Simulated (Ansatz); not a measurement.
Basis-set extrapolation for FH$_{2}$O$_{2}$Si (`O[Si](O)F`) radical (PBE0-D4/def2-TZVP geometry, frozen core, Ansatz 0.2.0). Multiplicity 2, UHF reference.

```csv
,def2-TZVPP,def2-QZVPP
HF,-539.526970,-539.549493
MP2 correlation,-0.823531,-0.896499
CCSD(T) correlation,-0.858791,not run
```

Energies in hartree. Use E(X) = E(∞) + A·exp(−7.88·√X) for Hartree–Fock and E(X) = E(∞) + B·X^(−2.97) for correlation, with X = 3 and 4, and add CCSD(T) minus MP2 of the smaller set to the MP2 limit.

Question: What is the CCSD(T) energy at the basis-set limit?

Answer: HF limit: -539.549493 + (-0.022523) × 0.13774 = -539.55260. MP2 limit: -0.896499 + (-0.072968) × 0.74074 = -0.95055. Higher-order term: -0.858791 − (-0.823531) = -0.03526. Total: -540.53841 hartree, 4.15 eV below CCSD(T)/def2-TZVPP.
